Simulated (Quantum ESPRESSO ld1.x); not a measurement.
Results of a calculation; reference values are marked as such.
Ni II, 27 electrons, occupied as [Ar] 3d9. Level of theory: scalar-relativistic Kohn-Sham, LDA (Slater exchange, VWN5 correlation), spin-polarised, spherical densities, point nucleus; open shells are filled with parallel spins first (ld1.x of Quantum ESPRESSO 7.5). Some entries of the table are withheld. Estimate them.

orbital,occ.,eigenvalue (eV),r(max) (bohr),<r^2> (bohr^2)
1s up,1,-8198.517,0.035,0.003947
1s down,1,-8198.512,0.035,0.003947
2s up,1,-982.656,0.204,0.07111
2s down,1,-982.106,0.204,0.07107
2p up,3,-847.001,0.165,0.05704
2p down,3,-846.578,0.165,0.05700
3s up,1,-114.359,0.641,0.6423
3s down,1,-113.321,0.641,0.6436
3p up,3,-75.261,0.646,(1)
3p down,3,-74.251,0.646,(2)
3d up,5,-13.719,(3),1.544
3d down,4,-12.842,(4),1.618

Answer. 
(1) 3p up <r^2> (bohr^2): 0.7312
(2) 3p down <r^2> (bohr^2): 0.7339
(3) 3d up r(max) (bohr): 0.636
(4) 3d down r(max) (bohr): 0.636
